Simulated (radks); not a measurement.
Valence configurations of the zirconium ion Zr2+ (all share [Kr]). Method: scalar-relativistic Kohn-Sham, SCAN, spin-polarised, spherical densities, finite nucleus; open shells are filled with parallel spins first (spin-orbit coupling, left out, can overturn this in heavy ions); meta-GGA in the generalised Kohn-Sham scheme; Fermi nuclear charge, rms radius 4.2694 fm; computed with a radial shooting solver on a logarithmic mesh with Libxc functionals. Energies are relative to 4d2; eigenvalues in eV for spin up.

| valence | E (eV) | moment (Bohr magnetons) | e(4d) | e(5p) | e(5s) |
|---|---|---|---|---|---|
| 4d2 | 0.000 | 2 | -17.784 | - | - |
| 4d1 5s1 | 1.825 | 2 | -20.207 | - | -18.261 |
| 4d1.5 5p0.5 | 3.251 | 2 | -19.410 | -12.690 | - |
| 4d1 5p1 | 6.722 | 2 | -20.952 | -13.822 | - |
| 4d0.5 5p1.5 | 10.455 | 2 | -22.494 | -14.656 | - |
| 5p2 | 14.497 | 2 | - | -15.589 | - |

NIST lists [Kr] 4d2 as the ground configuration; this level of theory agrees among the configurations tried. The energies are those of spherical high-spin densities, not of single terms. No valid solution was reached for [Kr] 5s2.
